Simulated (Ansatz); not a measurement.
Mulliken charges of H3MoNOS2 (`[NH2][Mo]([OH])(=[S])=[S]`) from r2SCAN/def2-TZVPP in Ansatz (PBE0-D4/def2-TZVP geometry).

```json
{"atom": "N1", "x (Å)": "-0.966", "y (Å)": "0.995", "z (Å)": "0.283", "charge (e)": "-0.518"}
{"atom": "Mo2", "x (Å)": "0.420", "y (Å)": "-0.149", "z (Å)": "-0.357", "charge (e)": "1.101"}
{"atom": "O3", "x (Å)": "1.060", "y (Å)": "-1.236", "z (Å)": "1.024", "charge (e)": "-0.497"}
{"atom": "S4", "x (Å)": "-0.390", "y (Å)": "-1.324", "z (Å)": "-1.900", "charge (e)": "-0.347"}
{"atom": "S5", "x (Å)": "1.989", "y (Å)": "1.068", "z (Å)": "-1.048", "charge (e)": "-0.358"}
{"atom": "H6", "x (Å)": "-0.802", "y (Å)": "1.936", "z (Å)": "0.610", "charge (e)": "0.197"}
{"atom": "H7", "x (Å)": "-1.949", "y (Å)": "0.784", "z (Å)": "0.200", "charge (e)": "0.193"}
{"atom": "H8", "x (Å)": "0.729", "y (Å)": "-2.132", "z (Å)": "1.132", "charge (e)": "0.229"}
```

Q: By hand: the dipole of these point charges (1 e Å = 4.8032 D).

A: Σ q r = (-0.508, 0.056, 0.404) e Å, of length 0.651 e Å = 3.13 D.

Q: How does the dipole of the full density compare? (An estimate is asked.)

A: The calculation gave: (-0.548, 0.017, 0.451) e Å, 3.41 D; the point charges give 0.92 times that, at 4° from its direction.

Point charges leave out the atoms' own dipoles, such as those of lone pairs, and Mulliken's split depends on the basis, so the close match here is no proof of good charges.
